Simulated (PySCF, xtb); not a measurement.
WCl4H2, SMILES [Cl][WH2]([Cl])([Cl])[Cl], multiplicity 1.

GFN2-xTB run with xtb 6.7.1 at its own geometry gives an orbital gap of 2.21 eV and a dipole moment of 1.25 D.

Geometry optimised at B3LYP-D3(BJ)/def2-SVP. The multiplicity is an assumed one; no other spin state was optimised. The structure was generated by enumeration; whether it is a known compound was not checked. The def2 effective core potentials stand for the cores of W; spin–orbit coupling is left out.

Q: What does B3LYP/def2-TZVP in PySCF give? (Estimate from the structure and the level; the computed values follow.)

A: gap 3.39 eV (levels -8.18 and -4.79 eV), dipole 0.00 D.
